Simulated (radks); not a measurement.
Results of a calculation; reference values are marked as such.
Effect of the nuclear size on the gold ion Au12+, [Kr] 4d10 4f14 5s2 5p5. Code: a radial shooting solver on a logarithmic mesh with Libxc functionals. Model: Dirac Kohn-Sham, exchange-only LDA, spin-unpolarised, spherical densities, finite nucleus; open shells fill j = l - 1/2 first; Fermi nuclear charge, rms radius 5.4371 fm. The rms radius is varied about that value; shifts are against it.

| rms radius (fm) | total energy shift (eV) | density at nucleus (e/bohr^3) | 1s1/2 shift (meV) | 2s1/2 shift (meV) | 4p1/2 shift (meV) | 5s1/2 shift (meV) | 5p1/2 shift (meV) | 5p3/2 shift (meV) | 6s1/2 (empty) shift (meV) |
|---|---|---|---|---|---|---|---|---|---|
| 4.7412 | -23.2 | 2.255e+06 | -9320 | -1380 | -1.08 | -17.3 | 0.182 | 1.35 | -5.83 |
| 5.0511 | -13.1 | 2.199e+06 | -5260 | -777 | -0.611 | -9.79 | 0.103 | 0.762 | -3.29 |
| 5.4371 | 0 | 2.135e+06 | 0.000 | 0.000 | 0.000 | 0.000 | 0.000 | 0.000 | 0.000 |
| 5.6981 | 9.20 | 2.095e+06 | 3690 | 545 | 0.432 | 6.86 | -0.071 | -0.534 | 2.31 |
| 6.4158 | 35.8 | 1.998e+06 | 14400 | 2120 | 1.69 | 26.7 | -0.275 | -2.08 | 8.99 |

Slopes of the eigenvalues against <r^2> in GHz/fm^2, as finite differences over the two radii next to the reference (eigenvalue slopes, not the field-shift constants of lines): 1s1/2 311000, 2s1/2 46000, 4p1/2 36.3, 5s1/2 579, 5p1/2 -6.05, 5p3/2 -45.0, 6s1/2 (empty) 195.
